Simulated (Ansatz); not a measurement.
C3H6OSi can be A, `C=C1[SiH2]C1O`, or B, `[SiH3]C1=CCO1`.

Computed with Ansatz on PBE0-D4/def2-TZVP structures; ΔE is electronic, products minus reactants. CCSD(T)/CBS adds triple-zeta CCSD(T) − MP2 to the extrapolated MP2 energy (def2 sets, frozen cores). Functionals use def2-TZVPP. B3LYP here is the variant with VWN-RPA as its local correlation; programs differ in this. Each species was taken in one conformer, which may not be the lowest.

Which isomer does CCSD(T)/CBS put lower? Give the gap. (An estimate is asked.)

The calculation gave: B, by 23.3 kcal/mol.

Give E(B) − E(A) in kcal/mol with B3LYP, CCSD/def2-TZVPP, B2PLYP, PBE-D4, CCSD(T)/def2-TZVPP, B3LYP-D4, PBE0-D4. (Best estimate.)

Ansatz gave: B3LYP -20.6, CCSD/def2-TZVPP -27.7, B2PLYP -22.2, PBE-D4 -14.9, CCSD(T)/def2-TZVPP -23.3, B3LYP-D4 -19.3, PBE0-D4 -21.4. None reverses the order clearly.

Largest T1 diagnostic: 0.023.

In def2-TZVPP, CCSD(T) changes the Hartree–Fock value by +15.8 kcal/mol (the triples alone add +4.4 kcal/mol) and MP2 by +14.5 kcal/mol. The D4 term adds +1.3 kcal/mol with B3LYP and +0.7 kcal/mol with PBE0; it sums over pairs of atoms, weighted by their polarisabilities, and B3LYP, whose exchange is more repulsive, gets the larger term.
